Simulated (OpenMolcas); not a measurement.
Nb3+ (d2) in a complex was computed by SS-CASPT2, IPEA 0.25 Eh, real shift 0.3 Eh with the d shell active (OpenMolcas, ANO-RCC-VDZP on the metal). Its lowest spin-free states, and all those of the highest spin:

```
2S+1  Degeneracy  E (cm-1)
   3           1         0
   3           2      1890
   1           1      5630
   1           1      7180
   3           1      7350
   3           2      7850
   1           2      9140
   1           1     10010
   1           1     12930
   1           2     14980
   1           1     15140
   1           1     29540
   3           1     35280
   3           2     35810
   3           1     48330
```

Problem. Is the site octahedral, tetrahedral or cube-like, axial, or of lower symmetry?

Solution. The states with 2S+1 = 3 have orbital degeneracies 1, 2, 1, 2, 1, 2, 1. There are pairs but no triples, so the site is axial: not cubic, but with a proper or improper axis of order three or more. The run had Nb3+ with 5 ligands (fluoride, bromide on the axis) in square pyramidal coordination (C4v) at 2.03 Å, the axial distance 2.643 Å. A charge of +0.4 e stands 2.6 Å behind each ligand. Ligand basis ANO-RCC-VDZP.

The least metal-like active orbital is 68 % on the metal (Löwdin) and no ligand orbital is active, so the numbers are rough. Ligand-to-metal charge-transfer states are missing. With no ligand orbital active B as a rule stays too high, so bands that hang on it stand too high and its fall with covalency is understated. The distance lies 3 % over the 1.97 Å that this model takes as the normal distance (a Shannon-type radius plus a fixed donor radius); by an R⁻⁵ law this alone changes a d-shell field by about -14 %. No measured value stands beside these numbers; the geometry was imposed, not optimised, and the real ion may take another.
